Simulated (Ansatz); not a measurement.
The same ligand exchange along the group O, S, Se, Te.

Gas-phase electronic energies from Ansatz, PBE0-D4/def2-TZVP geometries. CCSD(T)/CBS adds triple-zeta CCSD(T) − MP2 to the extrapolated MP2 energy (def2 sets, frozen cores). Functionals use def2-TZVPP. Elements past krypton have def2 core potentials. For Ge, Se, Te outer-core shells are correlated without core-valence functions, which leaves a few kJ/mol of doubt a bond. Scalar relativity is left out up to krypton.

| reaction | CCSD(T)/CBS(def2) (kJ/mol) |
| --- | --- |
| `[GeH3][O][GeH3]` + `[NH2][GeH3]` → `[GeH3][NH][GeH3]` + `[OH][GeH3]` | 23 |
| `[GeH3][S][GeH3]` + `[NH2][GeH3]` → `[GeH3][NH][GeH3]` + `[SH][GeH3]` | 44 |
| `[GeH3][Se][GeH3]` + `[NH2][GeH3]` → `[GeH3][NH][GeH3]` + `[GeH3][SeH]` | 56 |
| `[GeH3][Te][GeH3]` + `[NH2][GeH3]` → `[GeH3][NH][GeH3]` + `[GeH3][TeH]` | ? |

(1) Fill in the missing values. (Best estimate.)

Largest T1 diagnostic: 0.012, for `[GeH3][O][GeH3]`.

Answers

(1) The calculation gave: `[GeH3][Te][GeH3]` + `[NH2][GeH3]` → `[GeH3][NH][GeH3]` + `[GeH3][TeH]`: +63.8 kJ/mol.
